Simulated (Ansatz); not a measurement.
```yaml
crystal:
  periodic: [false, false, false]
  atoms:
    - {symbol: Ge, position_ang: [-0.516629, -0.612759, -0.545439]}
    - {symbol: Sb, position_ang: [0.721114, 1.568760, 0.213320]}
    - {symbol: H, position_ang: [-0.380149, -1.752489, 0.475851]}
    - {symbol: H, position_ang: [-2.008345, -0.294784, -0.744829]}
    - {symbol: H, position_ang: [0.066642, -1.073987, -1.891943]}
    - {symbol: H, position_ang: [0.074561, 1.427613, 1.788498]}
    - {symbol: H, position_ang: [2.104007, 0.669648, 0.658642]}
basis:
  gaussian: {orbitals: ANO-RCC-VTZP, fitting: {mean_field: cc-pVTZ-jkfit}, final_grid: {core_spheres: 5, valence_spheres: 4, degree: 11}}
hamiltonian: {xc: {name: BHLYP}, dispersion: d4}
accuracy: high
output: {forces: true}
```

```sh
$ ansatz run in.yaml --threads 2 --pin off --events-out ev --progress --plain --max-ram 4352MiB
```

Problem. How does Ansatz answer? (An estimate is asked.)

Solution. The calculation gave: The program refused the input.
```
Functional definition: BHLYP
Error: <dir> the basis set cc-pVTZ-JKFIT has no functions for Sb
```
